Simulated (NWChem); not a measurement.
System: C3H9B; SMILES CC(C)B

The following NWChem deck was run.

```
start job
memory heap 200 mb stack 900 mb global 1100 mb
geometry units angstroms noautoz
  B      0.004998     1.616147     0.088174
  H     -1.023195     2.226997     0.178279
  H      1.036972     2.220544     0.178553
  C      0.000264     0.095853    -0.266375
  C     -1.279691    -0.678369     0.099938
  C      1.275491    -0.686285     0.099634
  H      0.000509     0.220275    -1.377041
  H     -1.287420    -1.680862    -0.346477
  H     -1.358123    -0.807093     1.186769
  H     -2.179603    -0.150313    -0.233976
  H      2.178573    -0.163725    -0.234368
  H      1.276978    -1.688743    -0.346920
  H      1.353297    -0.815624     1.186437
end
basis spherical
  * library def2-svp
end
dft
  xc pbe0
  iterations 150
  mulliken
end
task dft energy
```

NWChem printed, in part:

```
             Northwest Computational Chemistry Package (NWChem) 7.3.0
             --------------------------------------------------------

 CS  symmetry detected

                             Geometry "geometry" -> ""
                             -------------------------

 Output coordinates in angstroms (scale by  1.889725989 to convert to a.u.)

  No.       Tag          Charge          X              Y              Z
 ---- ---------------- ---------- -------------- -------------- --------------
    1 B                    5.0000     1.62045709     0.09944000     0.00000000
    2 H                    1.0000     2.22701428     0.19660857     1.03008834
    3 H                    1.0000     2.22701428     0.19660857    -1.03008834
    4 C                    6.0000     0.10430006    -0.27243114     0.00000000
    5 C                    6.0000    -0.67801027     0.08482768     1.27759688
    6 C                    6.0000    -0.67801027     0.08482768    -1.27759688
    7 H                    1.0000     0.24138575    -1.38160532     0.00000000
    8 H                    1.0000    -1.67533118    -0.37306512     1.28220479
    9 H                    1.0000    -0.81943327     1.17010182     1.35571648
   10 H                    1.0000    -0.14892403    -0.24311528     2.17909785
   11 H                    1.0000    -0.14892403    -0.24311528    -2.17909785
   12 H                    1.0000    -1.67533118    -0.37306512    -1.28220479
   13 H                    1.0000    -0.81943327     1.17010182    -1.35571648

 Effective nuclear repulsion energy (a.u.)     116.7698053786

      Symmetry information
      --------------------

 Group name             Cs
 Group number              2
 Group order               2
 No. of unique centers     8

                                 NWChem DFT Module
                                 -----------------

 Summary of "ao basis" -> "ao basis" (spherical)
 ------------------------------------------------------------------------------
       Tag                 Description            Shells   Functions and Types
 ---------------- ------------------------------  ------  ---------------------
 B                          def2-svp                 6       14   3s2p1d
 H                          def2-svp                 3        5   2s1p
 C                          def2-svp                 6       14   3s2p1d

      Symmetry analysis of basis
      --------------------------

        a'         58
        a"         43

            General Information
            -------------------
          SCF calculation type: DFT
          Wavefunction type:  closed shell.
          No. of atoms     :    13
          No. of electrons :    32
           Alpha electrons :    16
            Beta electrons :    16
          Charge           :     0
          Spin multiplicity:     1
          Use of symmetry is: on ; symmetry adaption is: on
          Maximum number of iterations: 150
          AO basis - number of functions:   101
                     number of shells:    51
          Convergence on energy requested:  1.00D-06
          Convergence on density requested:  1.00D-05
          Convergence on gradient requested:  5.00D-04

              XC Information
              --------------
                         PBE0 Method XC Functional
                     Hartree-Fock (Exact) Exchange  0.250
          PerdewBurkeErnzerhof Exchange Functional  0.750
            Perdew 1991 LDA Correlation Functional  1.000 local
           PerdewBurkeErnz. Correlation Functional  1.000 non-local

             Grid Information
             ----------------
          Grid used for XC integration:  medium
          Radial quadrature: Mura-Knowles
          Angular quadrature: Lebedev.
          Tag              B.-S. Rad. Rad. Pts. Rad. Cut. Ang. Pts.
          ---              ---------- --------- --------- ---------
          B                   0.85       49          10.0       434
          H                   0.35       45          12.0       434
          C                   0.70       49          10.0       434
          Grid pruning is: on
          Number of quadrature shells:   372
          Spatial weights used:  Erf1

      Superposition of Atomic Density Guess
      -------------------------------------

 Sum of atomic energies:        -141.87193733

      Non-variational initial energy
      ------------------------------

 Total energy =    -144.520666
 1-e energy   =    -418.666829
 2-e energy   =     157.376358
 HOMO         =      -0.342822
 LUMO         =      -0.034688

      Symmetry analysis of molecular orbitals - initial
      -------------------------------------------------

  Numbering of irreducible representations:

     1 a'          2 a"

  Orbital symmetries:

     1 a'          2 a"          3 a'          4 a'          5 a'
     6 a"          7 a'          8 a'          9 a'         10 a'
    11 a"         12 a"         13 a"         14 a'         15 a"
    16 a'         17 a'         18 a'         19 a"         20 a'
    21 a'         22 a'         23 a"         24 a'         25 a"
    26 a'

     ---------------------------------------------
      Total Density - Mulliken Population Analysis
     ---------------------------------------------

    Atom       Charge   Shell Charges
 -----------   ------   -------------------------------------------------------
    1 B    5     4.79   1.99  0.93  0.24  1.25  0.35  0.04
    2 H    1     1.06   0.73  0.32  0.01
    3 H    1     1.06   0.73  0.32  0.01
    4 C    6     6.36   1.99  0.98  0.23  2.02  1.10  0.04
    5 C    6     6.23   1.99  0.96  0.19  2.04  1.03  0.03
    6 C    6     6.23   1.99  0.96  0.19  2.04  1.03  0.03
    7 H    1     0.86   0.65  0.18  0.02
    8 H    1     0.91   0.68  0.21  0.03
    9 H    1     0.90   0.67  0.20  0.03
   10 H    1     0.90   0.67  0.20  0.03
   11 H    1     0.90   0.67  0.20  0.03
   12 H    1     0.91   0.68  0.21  0.03
   13 H    1     0.90   0.67  0.20  0.03

[...]
```

Level: PBE0/def2-SVP. Coordinates come from a B3LYP/6-31G* (spherical d) optimisation.
